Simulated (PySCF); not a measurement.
TiF4, SMILES [F][Ti]([F])([F])[F], multiplicity 1. Atoms are numbered in the order given.

```xyz
5

Ti     0.0000     0.0000     0.0000
F     -1.0016     1.0016    -1.0016
F      1.0016     1.0016     1.0016
F      1.0016    -1.0016    -1.0016
F     -1.0016    -1.0016     1.0016
```
Charge 0, spin multiplicity 1.

Geometry: B3LYP-D3(BJ)/def2-SVP. The spin state was assumed, not searched. The isomer is the one that the SMILES or the coordinates give; other isomers of the formula were not compared.

Two levels are set side by side: PBE/pcSseg-1 (PySCF) and HF/pcSseg-1 (PySCF). GIAO shifts against CFCl3 (¹⁹F) at the same level; non-relativistic, no solvent, atoms listed together averaged. Differences are taken from unrounded values.

```json
[
 {"quantity": "δ(¹⁹F) of F2, F3, F4, F5 (ppm)", "PBE": "343.8"}
]
```

**Question.** These are the PBE values. What does HF give? (The exact figures need the calculation; the answer reports its results.)

**Answer.** 
| quantity | HF | PBE minus HF |
|---|---|---|
| δ(¹⁹F) of F2, F3, F4, F5 (ppm) | 267.2 | 76.6 |

Rough cost on one machine, each run with all the roots and properties that it gave: HF against PBE within a factor of 2.
